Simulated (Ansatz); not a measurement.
Job for Ansatz (an electronic-structure program): R-r2SCAN/def2-TZVPP on Sb2 (SMILES [Sb]#[Sb]). Elements past Kr take the def2 small-core potentials; no spin–orbit coupling.

Ansatz 0.2 input:
```yaml
crystal:
  periodic: [false, false, false]
  atoms:
    - {symbol: Sb, position_ang: [-0.00000000, 0.00000000, -1.24397849]}
    - {symbol: Sb, position_ang: [0.00000000, -0.00000000, 1.24397849]}
basis:
  gaussian:
    orbitals: def2-TZVPP
hamiltonian:
  xc: {name: r2SCAN}
scf: {lower_state_search: off}
```

Program output:

```
WARN ansatz: RAYON_NUM_THREADS=4 ignored (pool sized by the plan → 4); use --threads N
Functional definition: r2SCAN
these checks for a lower state are left out or cut short: stability, starts, cluster_reference, orbital_swaps, neighbouring_geometries, increment
integrals: 0.03 GiB planned
766 factors; their error is unknown
mean field: 0.30 GiB planned
mean field evaluation 1: about -13080.5883 eV, gradient 1.4e1 eV
mean field evaluation 2: about -13080.3767 eV, gradient 2.0e1 eV
mean field evaluation 4: about -13081.0948 eV, gradient 8.2e-2 eV
mean field evaluation 8: about -13081.0903 eV, gradient 2.0e-2 eV
mean field -13081.09032461 eV, -480.7212027478 hartree, gradient 9.3e-7 eV, S^2 0.000000; 0 other end points of the search recorded, 0 dependent functions left out
reference -13081.09033309 eV, -480.7212030597 hartree; 23, 23 occupied and 77, 77 virtual orbitals, 766 factors
Total energy: -13081.09033309 eV, -480.7212030597 hartree
Checks for a lower state left out: stability, starts, cluster_reference, orbital_swaps, neighbouring_geometries, increment
```

The run converged.

Cost: around 1.4 core-seconds (rough).
